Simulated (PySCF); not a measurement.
C₂H₂O, SMILES C1=CO1.

Geometry optimised at PBE0-D3(BJ)/def2-TZVP.

Calculation: B3LYP/def2-TZVPD (PySCF).

- total energy: -152.54015 hartree
- point group: C2v
- highest occupied level: -5.70 eV
- lowest empty level: -0.78 eV
- orbital gap: 4.91 eV
- dipole moment: 2.33 D
- quadrupole, principal values (traceless, Buckingham form, about the centre of nuclear charge): -3.92, -3.21, 7.12 D·Å
- mean static polarisability: 27.2 bohr³ (4.03 Å³)
- polarisability, principal values: 21.0, 27.4, 33.3 bohr³
